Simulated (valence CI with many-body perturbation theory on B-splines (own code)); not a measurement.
E1 transitions of Nd XLVIII

Computed by relativistic CI+MBPT: three valence electrons over a frozen Dirac-Fock core [Ne], radial functions for each j: 11 s, 11 p, 9 d, 7 f, 5 g, 2 h, 1 i, with the one-electron correlation potential Σ1 (screened to all orders), the two-electron term Σ2, the three-electron term Σ3, Breit, model QED; selected single and double excitations, second order for the rest (own B-spline code, finite nucleus).

No measured spectrum was set against this ion. As an estimate, large intervals hold to a few tenths of a per cent, small ones and those within an open d or f shell to about a per cent.

Lines 201 to 250 of 275 in falling wavelength, among levels below 776.46 eV, chosen from the strongest by gf and those to the six lowest levels. Wavelengths and rates use the calculated energies. Electric multipoles are in the length gauge, E1 and E2 with the static RPA response of the core. Weak lines are less certain than strong ones. Lines between different terms over intervals too small for the method are left out, as are lines whose strength nearly cancels. The highest levels of a list are the least certain.

Levels are named by their leading jj configuration (3d3/2^4 stands for four electrons in 3d with j = 3/2), which in mixed levels can hold well under half, so a name can repeat and another be missing. Letters in brackets count levels of one name in rising energy.

```csv
λ vac (Å),Upper,Lower,A (s⁻¹),S (a.u.)
39.50,(3s 3d3/2 3d5/2) J=1/2,(3s 3p1/2 3d5/2) J=3/2,6.51e+11,3.96e-02
39.33,(3s 3p3/2 3d5/2) J=3/2 [a],(3s 3p1/2 3p3/2) J=1/2,1.22e+11,1.46e-02
39.24,(3s 3d3/2 3d5/2) J=3/2 [a],(3s 3p1/2 3d5/2) J=5/2 [a],3.82e+11,4.56e-02
38.98,(3s 3d3/2^2) J=5/2,(3s 3p1/2 3d3/2) J=5/2,3.98e+11,6.98e-02
38.90,(3s 3p3/2 3d3/2) J=5/2 [b],(3s 3p1/2 3p3/2) J=3/2 [b],2.38e+11,4.16e-02
38.86,(3s 3d3/2^2) J=3/2,(3s 3p1/2 3d3/2) J=3/2 [a],4.12e+11,4.78e-02
38.66,(3s 3p3/2 3d3/2) J=3/2 [b],(3s 3p1/2 3p3/2) J=5/2,1.15e+08,1.31e-05
38.60,(3s 3p3/2 3d3/2) J=1/2 [b],(3s 3p1/2 3p3/2) J=3/2 [b],1.48e+09,8.37e-05
38.50,(3s 3d3/2 3d5/2) J=5/2 [a],(3s 3p1/2 3d3/2) J=3/2 [b],4.88e+10,8.26e-03
38.34,(3s 3p3/2 3d5/2) J=3/2 [a],(3s 3p1/2 3p3/2) J=3/2 [b],1.19e+11,1.33e-02
37.45,(3s 3p3/2 3d5/2) J=5/2 [a],(3s 3p1/2 3p3/2) J=5/2,1.71e+10,2.65e-03
37.13,(3s 3p3/2 3d3/2) J=3/2 [b],(3s 3p1/2 3p3/2) J=3/2 [a],8.58e+08,8.66e-05
36.90,(3s 3p3/2 3d3/2) J=5/2 [b],(3s 3p1/2 3p3/2) J=5/2,3.24e+10,4.81e-03
36.43,(3s 3p3/2 3d5/2) J=7/2 [a],(3s 3p1/2 3p3/2) J=5/2,7.05e+10,1.35e-02
36.39,(3s 3p3/2 3d5/2) J=3/2 [a],(3s 3p1/2 3p3/2) J=5/2,1.12e+06,1.06e-07
36.37,(3s 3p1/2 3d5/2) J=3/2,(3s 3p1/2^2) J=1/2,1.37e+11,1.30e-02
36.01,(3s 3p3/2 3d5/2) J=5/2 [a],(3s 3p1/2 3p3/2) J=3/2 [a],1.18e+09,1.63e-04
35.95,(3s 3p3/2 3d5/2) J=1/2,(3s 3p1/2 3p3/2) J=3/2 [b],3.39e+10,1.55e-03
35.50,(3s 3p3/2 3d3/2) J=5/2 [b],(3s 3p1/2 3p3/2) J=3/2 [a],2.30e+08,3.04e-05
35.24,(3s 3p3/2 3d3/2) J=1/2 [b],(3s 3p1/2 3p3/2) J=3/2 [a],1.21e+08,5.23e-06
35.22,(3s 3p3/2 3d5/2) J=3/2 [b],(3s 3p1/2 3p3/2) J=3/2 [b],9.79e+07,8.45e-06
35.06,(3s 3p3/2 3d5/2) J=7/2 [b],(3s 3p1/2 3p3/2) J=5/2,6.41e+08,1.09e-04
35.03,(3s 3p3/2 3d5/2) J=3/2 [a],(3s 3p1/2 3p3/2) J=3/2 [a],1.47e+10,1.25e-03
35.02,(3s 3p3/2 3d5/2) J=5/2 [b],(3s 3p1/2 3p3/2) J=3/2 [b],1.19e+10,1.51e-03
33.57,(3s 3p3/2 3d5/2) J=3/2 [b],(3s 3p1/2 3p3/2) J=5/2,9.95e+09,7.43e-04
33.38,(3s 3p3/2 3d5/2) J=5/2 [b],(3s 3p1/2 3p3/2) J=5/2,1.05e+10,1.15e-03
33.02,(3s 3p3/2 3d5/2) J=1/2,(3s 3p1/2 3p3/2) J=3/2 [a],8.04e+08,2.86e-05
32.41,(3s 3p3/2 3d5/2) J=3/2 [b],(3s 3p1/2 3p3/2) J=3/2 [a],1.32e+09,8.88e-05
32.23,(3s 3p3/2 3d5/2) J=5/2 [b],(3s 3p1/2 3p3/2) J=3/2 [a],6.43e+09,6.37e-04
30.94,(3p1/2 3p3/2^2) J=3/2,(3s 3p1/2^2) J=1/2,3.59e+09,2.10e-04
30.39,(3s 3p3/2^2) J=1/2,(3s^2 3p1/2) J=1/2,4.68e+09,1.30e-04
30.20,(3p1/2 3p3/2^2) J=1/2,(3s 3p1/2^2) J=1/2,3.28e+09,8.91e-05
30.17,(3p3/2^3) J=3/2,(3s 3p1/2 3p3/2) J=3/2 [b],3.24e+07,1.76e-06
30.17,(3p1/2^2 3d3/2) J=3/2,(3s^2 3p3/2) J=3/2,1.11e+08,5.99e-06
29.99,(3s 3p3/2^2) J=3/2,(3s^2 3p1/2) J=1/2,1.96e+08,1.04e-05
29.16,(3s 3p3/2 3d3/2) J=3/2 [a],(3s 3p1/2^2) J=1/2,9.94e+08,4.86e-05
29.09,(3s 3p3/2 3d3/2) J=1/2 [a],(3s 3p1/2^2) J=1/2,4.54e+08,1.10e-05
28.95,(3p3/2^3) J=3/2,(3s 3p1/2 3p3/2) J=5/2,1.86e+09,8.90e-05
28.08,(3p3/2^3) J=3/2,(3s 3p1/2 3p3/2) J=3/2 [a],8.17e+06,3.57e-07
27.69,(3s 3p3/2 3d3/2) J=3/2 [b],(3s 3p1/2^2) J=1/2,2.57e+08,1.08e-05
27.49,(3p1/2^2 3d5/2) J=5/2,(3s^2 3p3/2) J=3/2,2.99e+07,1.84e-06
26.63,(3s 3p3/2 3d3/2) J=1/2 [b],(3s 3p1/2^2) J=1/2,3.11e+08,5.80e-06
26.51,(3s 3p3/2 3d5/2) J=3/2 [a],(3s 3p1/2^2) J=1/2,6.53e+08,2.40e-05
25.34,(3s 3p3/2 3d5/2) J=1/2,(3s 3p1/2^2) J=1/2,2.76e+09,4.43e-05
24.98,(3s 3p3/2 3d5/2) J=3/2 [b],(3s 3p1/2^2) J=1/2,7.02e+08,2.16e-05
23.54,(3p1/2 3p3/2 3d3/2) J=5/2 [a],(3s^2 3p3/2) J=3/2,1.77e+06,6.85e-08
23.27,(3p1/2 3p3/2 3d3/2) J=3/2 [a],(3s^2 3p3/2) J=3/2,8.70e+06,2.16e-07
23.18,(3p1/2 3p3/2 3d3/2) J=1/2 [a],(3s^2 3p3/2) J=3/2,3.29e+06,4.04e-08
22.70,(3p1/2^2 3d3/2) J=3/2,(3s^2 3p1/2) J=1/2,9.02e+06,2.08e-07
22.33,(3p3/2^3) J=3/2,(3s 3p1/2^2) J=1/2,5.31e+07,1.17e-06
```
